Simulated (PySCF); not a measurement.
CH₇F₂NSi₂, SMILES N[Si@H](F)C[SiH2]F. Geometry optimised at PBE0-D3(BJ)/def2-SVP. The structure was generated by enumeration; whether it is a known compound was not checked. The values are those of a single conformer.

Computed equilibrium geometry at PBE0-D3(BJ)/def2-SVP (PySCF confirms it by a frequency run) as a Z-matrix (one conformer of several):
```
C
H 1 1.1039
H 1 1.1040 2 106.35
Si 1 1.8602 2 108.66 3 -117.20
F 4 1.6390 1 107.71 2 -62.86
H 4 1.4882 5 108.09 1 121.97
H 4 1.4906 6 109.98 5 -115.73
Si 1 1.8718 2 108.47 3 117.21
F 8 1.6350 1 106.70 2 -20.85
N 8 1.7071 9 113.74 2 -111.07
H 10 1.0127 8 122.44 9 -72.40
H 10 1.0152 11 112.41 8 -156.58
H 8 1.4862 9 105.01 2 129.92
```
